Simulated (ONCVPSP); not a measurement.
Zn, ONCV: configuration errors across variants

ONCVPSP 4.0.1 input, shortened (lines: element, Z, core and valence counts, functional; n l f; lmax; l rc ep ncon nbas qcut; lloc lpopt rc5 dvloc0; l nproj debl; icmod fcfact rcfact), PBE, scalar-relativistic:

```
  Zn 30.00    3    4        4      upf
    1    0    2.00
    2    0    2.00
    2    1    6.00
    3    0    2.00
    3    1    6.00
    3    2   10.00
    4    0    1.50
    2
    0    1.00    0.00    4    8   14.00
    1    0.70    0.00    3    6    9.60
    2    0.70    0.00    4    8   15.10
    4    5    0.60   -1.00
    0    2    3.40
    1    2    2.00
    2    2    3.10
    0    0.00    0.00
```

In the p channel the program set the typed energies aside and used -3.235, 0.250 Ha.

All-electron excitation energies from the reference (eV): (1) 3s2 3p6 3d10 4s2 -3.941; (2) 3s2 3p6 3d10 4s1 5.948; (3) 3s2 3p6 3d10 4s0 24.390; (4) 3s2 3p6 3d10 4s1 4p1 1.146.

Errors AE − PS in meV (a dash: test not solved or not reliable):

```tsv
change	(1)	(2)	(3)	(4)	bound ghosts	GHOST(+) flags above zero
base	+0.3	-0.3	-0.6	-0.2	none	s
d: qcut 8.9	+0.3	-0.3	-0.2	-0.2	none	s, d
d: qcut 10.8	+0.3	-0.3	-0.3	-0.2	none	s, d
d: qcut 12.1	+0.3	-0.3	-0.4	-0.2	none	s, d
d: qcut 14	+0.3	-0.3	-0.5	-0.2	none	s
d: qcut 15.3	+0.3	-0.3	-0.6	-0.2	none	s
d: qcut 16.6	+0.3	-0.4	-0.7	-0.2	none	s
d: qcut 18.3	+0.3	-0.4	-0.8	-0.2	none	s
d: qcut 19.6	+0.3	-0.4	-0.8	-0.2	none	s
d: qcut 22.7	+0.3	-0.4	-0.9	-0.2	none	s
```

**Question.** Give the same row for: d: qcut 21.3.

**Answer.** +0.3, -0.4, -0.8, -0.2; bound ghosts: none; GHOST(+) flags above zero: s.
